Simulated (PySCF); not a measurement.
## How methods differ on the ionisation energy of Te²⁺

Te²⁺ [Kr] 4d10 5s2 5p2 (3P) → Te³⁺ [Kr] 4d10 5s2 5p1 (2P), as a difference of total energies. Calculation: PySCF 2.14, in aug-cc-pwCVTZ-DK3 (10s9p7d4f1g, 109 functions); the spin-free X2C one-electron Hamiltonian (Gaussian nucleus). Correlated levels: valence: [Kr] 4d10 frozen. The calculations carry no spin-orbit coupling.

| method | ionisation energy (eV) |
| --- | --- |
| UHF | 26.957 |
| MP2 (valence) | 27.301 |
| SCS-MP2 (valence) | 27.238 |
| CCSD (valence) | 27.337 |
| CCSD(T) (valence) | 27.358 |

Q: How much does correlation contribute at CCSD(T) (valence)?

A: 27.358 − (26.957) = 0.401 eV, measured against UHF.

A first-order spin-orbit estimate (lowest level to lowest level, LS coupling) adds -0.075 eV.

Errors of the correlated levels include the incompleteness of this basis and the frozen core.

For comparison: 27.84 ± 0.04 eV (measured; NIST Atomic Spectra Database, ionization energies).
